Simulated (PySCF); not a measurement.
# Substituent effects on chemical shifts

Parent skeleton `[CH2:1]1[CH2:2][SiH2:3]1`; one hydrogen on atom 3 is replaced by X. Hydrogens on one atom are averaged.

PySCF 2.14 calculation with GIAO PBE0/pcSseg-1 shieldings and geometry: PBE0-D3(BJ)/def2-SVP; non-relativistic, no solvent, rapidly exchanging positions averaged, single conformer.

δ = σ(ref) − σ, references computed at the same level: 13C (184.41 ppm), 29Si (351.99 ppm), 1H (31.27 ppm) vs TMS.

Parent (X = H): C1/C2 -9.7, Si3 -147.8, H(C1)/H(C2) 0.50, H(Si3) 2.54 ppm. Effects are Δδ = δ(X) − δ(H), positive for deshielding.

(1) Give Δδ (ppm) for X = 2-furyl, vinyl, 4-pyridyl, N=CH2.

(2) Which position responds most, and to which substituents?

Results:

(1) 
```csv
X,SMILES,C1/C2,Si3,H(C1)/H(C2),H(Si3)
2-furyl,c1coc([SiH]2CC2)c1,+4.3,+16.6,+0.16,+1.08
vinyl,C=C[SiH]1CC1,+7.8,+22.0,+0.14,+0.62
4-pyridyl,c1cc([SiH]2CC2)ccn1,+7.7,+32.7,+0.36,+1.01
N=CH2,C=N[SiH]1CC1,+8.2,+58.0,+0.42,+1.58
```

(2) Si3: from +16.6 ppm with 2-furyl to +58.0 ppm with N=CH2.
